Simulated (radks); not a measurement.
Results of a calculation; reference values are marked as such.
Species: Sb V. Configuration: [Ar] 3d10 4s2 4p5 4d10 5s2 (not the ground configuration). Code: a radial shooting solver on a logarithmic mesh with Libxc functionals. Model: Dirac Kohn-Sham, PBEsol, spin-unpolarised, spherical densities, finite nucleus; open shells fill j = l - 1/2 first; Fermi nuclear charge, rms radius 4.6802 fm.

Radial electron density D(r) = 4 pi r^2 rho(r):

| r (bohr) | D(r) (e/bohr) |
|---|---|
| 0.0009808 | 1.642 |
| 0.001298 | 2.674 |
| 0.001703 | 4.251 |
| 0.002254 | 6.759 |
| 0.002958 | 10.42 |
| 0.003914 | 15.90 |
| 0.005138 | 23.25 |
| 0.006798 | 33.03 |
| 0.008995 | 44.46 |
| 0.01181 | 55.54 |
| 0.01562 | 64.09 |
| 0.0205 | 66.77 |
| 0.02713 | 63.24 |
| 0.03561 | 58.23 |
| 0.04712 | 60.01 |
| 0.06234 | 72.31 |
| 0.08183 | 83.76 |
| 0.1083 | 78.99 |
| 0.1421 | 63.30 |
| 0.188 | 60.74 |
| 0.2468 | 69.62 |
| 0.3266 | 58.28 |
| 0.4321 | 30.72 |
| 0.5672 | 21.52 |
| 0.7504 | 24.34 |
| 0.985 | 18.41 |
| 1.303 | 8.657 |
| 1.711 | 3.504 |
| 2.263 | 1.242 |
| 2.995 | 0.2626 |
| 3.931 | 0.02418 |
| 5.201 | 0.0005855 |

D(r) has 4 maxima, at r = 0.0200, 0.0879, 0.257, 0.744 bohr, and minima at 0.0392, 0.168, 0.554 bohr, inside which lie 2.03, 11.19, 29.06 electrons.
